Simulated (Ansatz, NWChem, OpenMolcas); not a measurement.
## A ladder of methods for CH3Cl3Si (methyltrichlorosilane)

CH3Cl3Si: 8 atoms, total charge 0, spin state singlet. As SMILES, `C[Si](Cl)(Cl)Cl`. The coordinates come from a PBE0-D4/def2-TZVP relaxation.

```
atom    x (Å)    y (Å)    z (Å)
   C  -0.7289  -0.2796   0.6861
  Si   0.5689   0.1979  -0.5287
  Cl   2.3604  -0.6400  -0.0336
  Cl   0.0659  -0.4295  -2.4022
  Cl   0.8012   2.2230  -0.5738
   H  -0.8445  -1.3652   0.7008
   H  -0.4483   0.0611   1.6848
   H  -1.6826   0.1752   0.4108
```

Quantity: the energy change with the Si2–Cl4 bond stretched from 2.039 to 3.670 Å, in eV. The values are calculated.

| level | kind | program | value (eV) |
| --- | --- | --- | --- |
| HF/cc-pVDZ (restricted) | Hartree–Fock | Ansatz | 4.51 |
| PBE/cc-pVDZ (restricted) | GGA | Ansatz | 3.44 |
| revPBE/cc-pVDZ (restricted) | GGA | Ansatz | 3.30 |
| TPSS/cc-pVDZ (restricted) | meta-GGA | OpenMolcas | 3.50 |
| r2SCAN/cc-pVDZ (restricted) | meta-GGA | Ansatz | 3.75 |
| wB97X/cc-pVDZ (restricted) | range-separated hybrid | NWChem | 4.35 |
| B2PLYP/cc-pVDZ (restricted) | double hybrid | OpenMolcas | 3.84 |
| CCSD/cc-pVDZ (restricted) | coupled cluster or CI | Ansatz | 4.10 |

The first shape isn't each level's own minimum. The values span 3.30 to 4.51 eV.
